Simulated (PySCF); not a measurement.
Cartesian coordinates (Å):
SMILES: [F][In]([F])[F]
```xyz
4

F     -1.3965    -1.3235    -0.0029
In    -0.0004    -0.0007     0.0000
F     -0.4471     1.8701     0.0138
F      1.8440    -0.5459    -0.0110
```
Charge 0, multiplicity 1.

Question: What dipole moment, HOMO and HOMO–LUMO gap does PBE-D3(BJ)/def2-TZVP // r2SCAN-D4/def2-TZVP (PySCF) give?

Answer: 
- dipole moment: 0.01 D
- HOMO: -9.18 eV
- HOMO–LUMO gap: 4.78 eV
